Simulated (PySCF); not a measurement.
**Löwdin shares of the frontier orbitals**

Compound: Ge(SiH3)2Cl2.
Z-matrix (Å and degrees, PBE0-D3(BJ)/def2-SVP geometry), rows numbered from 1:
```
Ge
Si  1  2.3849
H   2  1.4927  1  108.45
H   2  1.4903  1  107.71  3  -119.86
H   2  1.4925  1  109.37  3   119.62
Si  1  2.3821  2  124.29  3   -59.29
H   6  1.4925  1  108.91  2    59.33
H   6  1.4925  1  108.70  2   -60.51
H   6  1.4900  1  107.55  2   179.42
Cl  1  2.1762  2  107.14  3   176.44
Cl  1  2.1768  2  105.55  3    63.25
```

Computed, not measured: PySCF 2.14.0, density-fitted response routines, TDDFT wB97X-D/def2-SVPD, vertical, gas phase, core orbitals frozen in the response. Relativistic effects, spin–orbit coupling among them, are left out although an element past zinc is present.

Kohn–Sham orbitals with the atoms that hold most of them (Löwdin shares over 4%, at most four atoms; ? is withheld):

```json
{"orbital": "HOMO-3", "ε (eV)": "-11.16", "atoms": "Cl11 44%, Cl10 44%, Ge1 5%"}
{"orbital": "HOMO-2", "ε (eV)": "-10.86", "atoms": "Cl10 57%, Cl11 38%"}
{"orbital": "HOMO-1", "ε (eV)": "-10.84", "atoms": "Cl11 43%, Cl10 23%, Ge1 16%, Si2 6%"}
{"orbital": "HOMO", "ε (eV)": "?", "atoms": "?"}
{"orbital": "LUMO", "ε (eV)": "0.40", "atoms": "?"}
{"orbital": "LUMO+1", "ε (eV)": "0.74", "atoms": "Ge1 32%, Cl10 15%, Si2 14%, Si6 13%"}
{"orbital": "LUMO+2", "ε (eV)": "0.80", "atoms": "Si2 24%, Si6 24%, Ge1 19%, H4 9%"}
```

(1) Which atoms hold the LUMO, and with what shares?

(2) Which atoms hold the HOMO, and with what shares?

(3) What is the HOMO energy, and the HOMO–LUMO gap?

## Answers

(1) Ge1 (bonded to 2 Cl and 2 Si) 26%; Cl10 (bonded to Ge) 18%; Cl11 (bonded to Ge) 17%; Si2 (bonded to Ge and 3 H) 13%. By element: chlorine 34%, germanium 26%, silicon 13% or more.

(2) Ge1 (bonded to 2 Cl and 2 Si) 22%; Cl11 (bonded to Ge) 18%; Cl10 (bonded to Ge) 17%; Si6 (bonded to Ge and 3 H) 16%. By element: chlorine 35%, germanium 22%, silicon 16% or more.

(3) ε(HOMO) = -9.64 eV; the gap is 10.05 eV (0.3693 hartree).

The HOMO–LUMO gap is 10.05 eV. Where does the response calculation put the lowest singlet, and from which orbitals?

S1 is at 5.62 eV (f = 0.0086), 4.43 eV below the gap, made of HOMO→LUMO (94%). 

Give energy, strength and leading configuration of S1 and S2, and follow the Löwdin shares of the leading atoms from the occupied to the empty orbital.

- S1 (5.62 eV, f 0.0086), HOMO→LUMO (94%): Ge1 22% → 26%, Cl11 18% → 17%, Cl10 17% → 18%
- S2 (5.88 eV, f 0.0001), HOMO→LUMO+1 (93%): Ge1 22% → 32%, Cl11 18% → at most 14%, Cl10 17% → 15%

Löwdin shares depend on the basis, the more so with diffuse functions.
